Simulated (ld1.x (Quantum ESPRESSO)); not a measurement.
The numbers below are computed, except where a source is named.
# Pseudopotentials across the periodic table

Generated with ld1.x 7.5 (TM, RRKJ, ultrasoft, PAW), atompaw 4.2 or ONCVPSP 4.0.1. The cutoff is in Ry: for ld1.x and atompaw files where the sum of valence levels is converged to 10 mRy in a Bessel basis, for ONCV files where the hardest occupied wave has 1 mHa per electron of residual kinetic energy. The error is the largest all-electron minus pseudo excitation energy over each file’s own four to seven test configurations (ionisations up to +4, promotions, holes and added fractions of an electron), all of which were solved. The labels leave out finer settings (local radius, basis sizes, second energies), which also bear on the numbers. Spin-polarised tests are not counted. The rows are a selection from randomly drawn settings: files with unsolved tests, undetermined cutoffs or missed reference levels are left out.

A true bound ghost makes a file unfit for plane-wave use even where its test errors are small: the radial tests pick states by their node count and pass the ghost by.

| element | potential | cutoff (Ry) | largest error (meV) | bound ghosts |
| --- | --- | --- | --- | --- |
| F | ultrasoft, PBE, scalar-relativistic, rc 0.65/1.30/1.15 (spd), local smoothed, core correction yes, reference 2s1.75 2p5.25 | 80 | +11 | none |
| S | RRKJ, PBE, scalar-relativistic, rc 1.40/1.45 (sp), local p, core correction yes, reference 3s2 3p4 | 55 | +151 | none |
| Br | TM semilocal, PW91, scalar-relativistic, rc 1.10/1.50/1.55 (spd), local s, core correction yes, reference 4s2 4p5 | 100 | -19 | none |
| Mo | TM semilocal, LDA (PZ), scalar-relativistic, rc 2.25/2.70/2.45 (spd), local d, core correction no, reference 4d4 5s0 5p0 | 35 | +62 | none |
| Au | TM, Wu–Cohen, scalar-relativistic, rc 2.00/2.10/1.20 (spd), local p, core correction no, reference 5d9 6s0 6p0 | 45 | -136 | s |

(1) Fill in the row for Bi: TM, PBEsol, fully relativistic, rc 1.85/2.40/1.25 (spd), local s, core correction yes, reference 5d10 6s2 6p2.

Results:

(1) cutoff 90 Ry, largest error -227 meV, bound ghosts: none.
